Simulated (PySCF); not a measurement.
C₄H₁₂O₃Sn, SMILES C(C[CH2][Sn]([OH])([OH])[OH])C. Heavy atoms are numbered as in [CH3:1][CH2:2][CH2:3][CH2:4][Sn:5]([OH:6])([OH:7])[OH:8]. Hydrogens are named by the atom that carries them.

Geometry optimised at PBE0-D3(BJ)/def2-SVP. The isomer is the one that the SMILES or the coordinates give; other isomers of the formula were not compared. The def2 effective core potentials stand for the cores of Sn; spin–orbit coupling is left out. The values are those of a single conformer.

All values below come from CAM-B3LYP/def2-SVP run with PySCF.

ESP charges are fitted to the potential on shells at 1.4 to 2.0 van der Waals radii. Atomic charges (e), one atom of each kind:

```json
[
 {"atom": "C1 (CH3)", "ESP fit": "-0.33", "Mulliken": "[?]", "Löwdin": "-0.06"},
 {"atom": "C2 (CH2)", "ESP fit": "0.06", "Mulliken": "-0.03", "Löwdin": "-0.04"},
 {"atom": "C3 (CH2)", "ESP fit": "0.12", "Mulliken": "-0.03", "Löwdin": "-0.04"},
 {"atom": "C4 (CH2)", "ESP fit": "-0.42", "Mulliken": "-0.18", "Löwdin": "-0.18"},
 {"atom": "Sn5", "ESP fit": "1.14", "Mulliken": "[?]", "Löwdin": "0.80"},
 {"atom": "O6 (OH)", "ESP fit": "-0.76", "Mulliken": "[?]", "Löwdin": "-0.32"},
 {"atom": "H on C1", "ESP fit": "0.09", "Mulliken": "[?]", "Löwdin": "0.03"},
 {"atom": "H on C2", "ESP fit": "0.01", "Mulliken": "0.00", "Löwdin": "0.02"},
 {"atom": "H on C3", "ESP fit": "0.01", "Mulliken": "0.02", "Löwdin": "0.03"},
 {"atom": "H on C4", "ESP fit": "0.12", "Mulliken": "[?]", "Löwdin": "0.04"},
 {"atom": "H on O6", "ESP fit": "0.40", "Mulliken": "0.19", "Löwdin": "0.08"}
]
```

**Question.** What belongs in the gaps? (Estimate from the structure and the level; the computed values follow.)

**Answer.** 
- C1 (CH3), Mulliken: 0.00
- Sn5, Mulliken: 0.91
- O6 (OH), Mulliken: -0.49
- H on C1, Mulliken: 0.02
- H on C4, Mulliken: 0.05
